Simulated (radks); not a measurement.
Species: Tl LXXII. Configuration: [Ne].

Method: non-relativistic Kohn-Sham, LDA (Slater exchange, Perdew-Wang correlation), spin-unpolarised, spherical densities, point nucleus; relativity is left out, which matters for an element this heavy; computed with a radial shooting solver on a logarithmic mesh with Libxc functionals.

Energy parts (hartree):
part                       energy
total                 -12417.5539
kinetic                12416.3980
electron-nucleus      -25522.4999
Hartree                  815.3414
exchange-correlation    -126.7934

Orbitals (lengths in bohr, moments of r in powers of bohr; r(max) is where P^2 peaks):
orbital  occ.  eigenvalue (hartree)   r(max)      <r>
1s          2             -3066.872  0.01241  0.01868
2s          2             -699.3989  0.06681  0.07734
2p          6             -685.2584  0.05170  0.06522

The highest occupied level is 2p at -18646.8 eV. The electron density at the nucleus is 3.72e+05 e/bohr^3. For comparison, the ionisation energy in NIST's Atomic Spectra Database is 19070 eV (theoretical). In exact Kohn-Sham theory the highest level is minus the ionisation energy, but local and semilocal functionals leave it too shallow, through self-interaction and a potential that decays too fast; potentials with the right tail come closer. The density falls to 0.001 e/bohr^3 at r = 0.30 bohr.
